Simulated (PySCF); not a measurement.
C5H5FOSi.
Atom-mapped SMILES: `[O:1]=[CH:2][C:3]1=[CH:4][CH:5]=[C:6]([F:7])[SiH2:8]1` (hydrogens: H9 on C2; H10 on C4; H11 on C5; H12, H13 on Si8)

A GFN2-xTB structure was refined with PBE0-D3(BJ)/def2-SVP geometry optimisation, gas phase (PySCF 2.14.0). Its GFN2-xTB values:

```
coordinate  GFN2-xTB
     O1=C2   1.210 Å
     C2–C3   1.442 Å
     C2–H9   1.110 Å
     C3=C4   1.355 Å
    C3–Si8   1.893 Å
     C4–C5   1.441 Å
    C4–H10   1.082 Å
     C5=C6   1.343 Å
    C5–H11   1.079 Å
     C6–F7   1.340 Å
    C6–Si8   1.915 Å
   Si8–H12   1.458 Å
   Si8–H13   1.458 Å
  C2–C3–C4    124.4°
 C2–C3–Si8    125.0°
  C3–C4–C5    117.0°
 C3–Si8–C6     86.3°
 C4–C3–Si8    110.6°
  C5–C6–F7    121.9°
 C5–C6–Si8    112.1°
 F7–C6–Si8    126.1°
```

**Question.** How do these coordinates change at the PBE0-D3(BJ)/def2-SVP level?

**Answer.** 
| coordinate | PBE0-D3(BJ)/def2-SVP (Å or °) | change |
| --- | --- | --- |
| Si8–H13 | 1.489 | +0.031 |
| Si8–H12 | 1.489 | +0.031 |
| C3–Si8 | 1.872 | -0.021 |
| C4–C5 | 1.462 | +0.021 |
| C6–F7 | 1.323 | -0.017 |
| C4–H10 | 1.097 | +0.015 |
| C5–H11 | 1.093 | +0.014 |
| C2–C3 | 1.456 | +0.014 |
| C2–H9 | 1.122 | +0.012 |
| C5=C6 | 1.351 | +0.008 |
| C6–Si8 | 1.907 | -0.008 |
| C3=C4 | 1.362 | +0.007 |
| O1=C2 | 1.210 | 0.000 |
| C3–Si8–C6 | 89.5 | +3.2 |
| C2–C3–Si8 | 127.8 | +2.8 |
| C4–C3–Si8 | 108.2 | -2.4 |
| C5–C6–Si8 | 109.8 | -2.3 |
| C3–C4–C5 | 118.4 | +1.4 |
| F7–C6–Si8 | 127.3 | +1.2 |
| C5–C6–F7 | 122.9 | +1.0 |
| C2–C3–C4 | 124.0 | -0.4 |

The energy falls by 8.1 kJ/mol over 5 energy and gradient evaluations, the largest force component goes from 0.0282 to 4.5e-04 Eh/bohr, and the atoms move by 0.033 Å rms after alignment. Among the bonds, Si8–H12 and Si8–H13 change most and about equally (+0.031 Å). Bonds longer at the end by more than 0.005 Å: 9 of 13; shorter: 3. Rotational constants go from 4177, 1100, 880.0 to 4290, 1071, 866.2 MHz.

The run used 141 basis functions and 40 SCF cycles in all.

Whether it is a minimum is left open (no frequencies). The numbers are those of one conformer.

Conformer computed: `[O:1]=[CH:2][C:3]1=[CH:4][CH:5]=[C:6]([F:7])[SiH2:8]1`: O1–C2–C3–C4 180°.
